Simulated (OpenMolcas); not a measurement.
# 3s2 3p along the 13-electron sequence

| Property | Result |
| --- | --- |
| Program | OpenMolcas 26.06 |
| Method | SS-RASPT2, IPEA 0.25 Eh, imaginary shift 0.1 Eh |
| Basis | ANO-R2 |
| Scalar Hamiltonian | X2C, finite nucleus |
| Spin-orbit coupling | RASSI with atomic mean-field integrals over the reference wave functions, term energies averaged over their components |

Active space for each ion: 3 electrons in 9 orbitals (RAS2 3s 3p; RAS3 3d, at most 2 electrons); closed shells correlated by CASPT2: 2s 2p.

Computed levels in cm-1 above 2P* 1/2:

```tsv
Level	P2+	S3+	Cl4+	Ar5+
2P* 3/2	489	838	1341	2031
weight of 2P* in the lowest level (%)	100	100	100	100
```

Measured, with the error of the calculation in %. Measured levels: P2+ from Martin, Zalubas and Musgrove, J. Phys. Chem. Ref. Data 14, 751 (1985); S3+ from NIST levels in Podobedova, Kelleher and Wiese, J. Phys. Chem. Ref. Data 38, 171 (2009); Ar5+ from Saloman, J. Phys. Chem. Ref. Data 39, 033101 (2010).

| Level | P2+ | S3+ | Ar5+ |
| --- | --- | --- | --- |
| 2P* 3/2 | 559 (-12.5) | 951 (-11.9) | 2208 (-8.0) |

The fine-structure level 2P* 3/2 changes by a factor of 4.15 from P2+ to Ar5+. Its fourth root runs 4.70, 5.38, 6.05, 6.71, with steps per unit of Z of 0.68, 0.67, 0.66; equal steps would mean a (Z - σ)^4 law with constant σ.

Active for correlation alone: 3d; no level in the range computed is led by a configuration that fills it, so any true level of that kind is missing. Measured partners are found by configuration, term and J. A level has none where our copy of the source lacks it or the pairing is in doubt (some pairs that miss far off the trend of their configuration count as doubtful), and it then counts in no deviation. Levels of configurations outside the active space are missing.

* marks odd parity.
